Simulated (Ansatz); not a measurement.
Ansatz (a first-principles code) input (CCSD(T)/def2-TZVPPD):
A basis named .json is the Basis Set Exchange file of that set.

Ansatz 0.2 input:
```yaml
crystal:
  periodic: [false, false, false]
  atoms:
    - {symbol: Te, position_ang: [-0.00000000, 0.00000000, -0.00000000]}
    - {symbol: H, position_ang: [1.73838604, 0.01355639, 0.01815586]}
    - {symbol: H, position_ang: [-1.73838604, -0.01355639, -0.01815586]}
    - {symbol: H, position_ang: [-0.01350383, 1.73847378, -0.00509791]}
    - {symbol: H, position_ang: [0.01350383, -1.73847378, 0.00509791]}
    - {symbol: H, position_ang: [-0.01819499, 0.00495645, 1.73843142]}
    - {symbol: H, position_ang: [0.01819499, -0.00495645, -1.73843142]}
basis:
  gaussian:
    orbitals: def2-TZVPPD.json
total_charge: -1
magnetization: {spin_polarized: true, initial_magnetization: 1}
correlation: {method: ccsd_t, electrons: outside_noble_gas}
```

Output:

```
Functional definition: HF
integrals: 0.71 GiB planned
1052 factors; integrals over basis functions are off by at most 1.3e-3 eV
mean field: 0.51 GiB planned
mean field evaluation 1: about -7350.6956 eV, gradient 1.9e1 eV
mean field evaluation 2: about -7350.7065 eV, gradient 1.9e1 eV
mean field evaluation 4: about -7353.0742 eV, gradient 1.7e0 eV
mean field evaluation 8: about -7353.1172 eV, gradient 1.3e-3 eV
mean field evaluation 16: about -7353.0973 eV, gradient 1.5e-1 eV
mean field evaluation 32: about -7353.0348 eV, gradient 1.6e0 eV
mean field evaluation 64: about -7352.3066 eV, gradient 8.2e-3 eV
mean field evaluation 96: about -7352.3103 eV, gradient 4.4e-1 eV
mean field evaluation 128: about -7350.2874 eV, gradient 4.0e-4 eV
mean field evaluation 160: about -7353.1170 eV, gradient 8.5e-2 eV
mean field evaluation 192: about -7350.2874 eV, gradient 6.0e-4 eV
mean field -7353.11722030 eV, -270.2220737243 hartree, gradient 2.7e-6 eV, S^2 0.755687; 8 other end points of the search recorded, 0 dependent functions left out
determinant -7353.11722030 eV, -270.2220737243 hartree, with singles and doubles -7361.24129698 eV, -270.5206280353 hartree
determinant -7352.30657838 eV, -270.1922831829 hartree, with singles and doubles -7360.01421040 eV, -270.4755334352 hartree
determinant -7350.28739745 eV, -270.1180796525 hartree, with singles and doubles -7358.32801177 eV, -270.4135667786 hartree
9 core orbitals not correlated
reference -7353.11722030 eV, -270.2220737243 hartree; 7, 6 occupied and 145, 146 virtual orbitals, 1052 factors
second order -6.85468787 eV of doubles, -0.00000000 eV of singles
coupled cluster: 1.75 GiB planned
cycle   1  -7.90509835 eV  change   -5.8e-1 eV  update   2.6e-2
cycle   2  -7.92129767 eV  change   -1.6e-2 eV  update   6.4e-3
cycle   3  -7.92313886 eV  change   -1.8e-3 eV  update   2.8e-3
cycle   4  -7.92385589 eV  change   -7.2e-4 eV  update   8.4e-4
cycle   5  -7.92386770 eV  change   -1.2e-5 eV  update   3.4e-4
cycle   6  -7.92388408 eV  change   -1.6e-5 eV  update   1.0e-4
cycle   7  -7.92389809 eV  change   -1.4e-5 eV  update   3.2e-5
cycle   8  -7.92389404 eV  change    4.0e-6 eV  update   9.8e-6
perturbative correction -0.29192185 eV, -0.0107279302 hartree
Total energy: -7361.33303620 eV, -270.5239993896 hartree
```

This state (charge -1, doublet) is run at the relaxed geometry of the species with charge 0 and multiplicity 1.
